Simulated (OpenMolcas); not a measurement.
V3+ with 4 ligands (chloride) in tetrahedral coordination (Td) at 2.27 Å. A charge of +0.25 e stands 2.4 Å behind each ligand. Ligand basis ANO-RCC-VDZP.
```
V     0.0000    0.0000    0.0000
Cl    1.3106    1.3106    1.3106
Cl    1.3106   -1.3106   -1.3106
Cl   -1.3106    1.3106   -1.3106
Cl   -1.3106   -1.3106    1.3106
```

| Quantity | Value |
| --- | --- |
| Program | OpenMolcas 26.06 |
| Method | CASSCF |
| Basis | ANO-RCC-VTZP [6s5p3d2f1g] |
| Scalar Hamiltonian | DKH2, point nucleus |
| Active space | 2 electrons in 5 orbitals (3d) |
| State averaging | 2S+1 = 3 even, 10 roots; 2S+1 = 1 even, 15 roots |
| Spin-orbit coupling | RASSI with atomic mean-field integrals over the reference wave functions |

(1) What is the spin-free ground state (labels of Td)?

(2) Where is the first state of the same spin?

(3) What are the lowest two levels with spin-orbit coupling?

(4) What is χT at 300 K, and how does it compare with the textbook value?

## Answers

(1) 3A2, 1-fold in its orbital part; it has the highest spin that d2 allows.

(2) 3T2 at 5440 cm-1 above the ground state.

(3) A 3-fold level T2, then a 1-fold level A2 5385 cm-1 above it. Their leading multiplicities are 3 (100 %) and 3 (100 %).

(4) The lowest level has 2S+1 = 3, for which the spin-only value is χT = S(S+1) / 2 = 1.000 cm3 K/mol (g = 2). The computed 0.975 at 300 K differs by -0.025, through orbital momentum, spin-orbit coupling and any other state in reach.

Without dynamic correlation the repulsion within the d shell is too large (B by tens of per cent), so at a given field states of lower spin stand too high. Ligand-to-metal charge-transfer states are missing. With no ligand orbital active B as a rule stays too high, so bands that hang on it stand too high and its fall with covalency is understated. With metal d orbitals alone and no dynamic correlation the field as a rule comes out too small, by tens of per cent, by up to half for chloride and softer ligands. No measured value stands beside these numbers; the geometry was imposed, not optimised, and the real ion may take another.
